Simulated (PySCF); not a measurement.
From computed data to an observable: entropy of an ideal gas

C₃H₄BrCl, SMILES Br/C=C(/Cl)C.

Geometry optimised at r2SCAN-D4/def2-SVP.

r2SCAN-D4/def2-SVP run with PySCF gives the harmonic wavenumbers 147, 199, 202, 270, 376, 436, 709, 732, 786, 991, 1041, 1084, 1253, 1383, 1442, 1442, 1681, 3040, 3125, 3171, 3236 cm⁻¹ and the rotational temperatures 0.3615, 0.0453, 0.0405 K. The molar mass is 155.42 g/mol, the symmetry number 1, the spin multiplicity 1.

Problem. Work out the entropy at 298.15 K and 1 atm in the rigid-rotor, harmonic-oscillator model.

Solution. 
Translation (Sackur–Tetrode at 1 atm): S = R[1.5 ln M + 2.5 ln T − 1.16487] = 171.7 J/(mol K).
Rotation: q = (√π/σ) T^1.5/√(θA θB θC) = 354000, S = R[ln q + 3/2] = 118.7 J/(mol K).
Vibration: with u = 1.4388 ν/T, each mode gives R[u/(e^u − 1) − ln(1 − e^−u)]:
```
ν (cm⁻¹)  modes     u  S (J/(mol K))
--------  -----  ----  -------------
147           1  0.71          11.34
199           1  0.96           8.96
202           1  0.97           8.85
270           1  1.30           6.68
376           1  1.81           4.42
436           1  2.10           3.51
709           1  3.42           1.24
732           1  3.53           1.13
786           1  3.79           0.92
991           1  4.78           0.41
1041          1  5.02           0.33
1084          1  5.23           0.28
1253          1  6.05           0.14
1383          1  6.67           0.08
1442          2  6.96           0.13
1681          1  8.11           0.02
```
The stiffer modes add less than 0.005 each. Sum 48.4 J/(mol K).
Spin: R ln 1 = 0.0 J/(mol K).
Total 338.8 J/(mol K); the program's own thermochemistry gives 338.8. Translation makes up 51 % and vibration 14 %. Anharmonicity, hindered rotation and orbital degeneracy are left out.
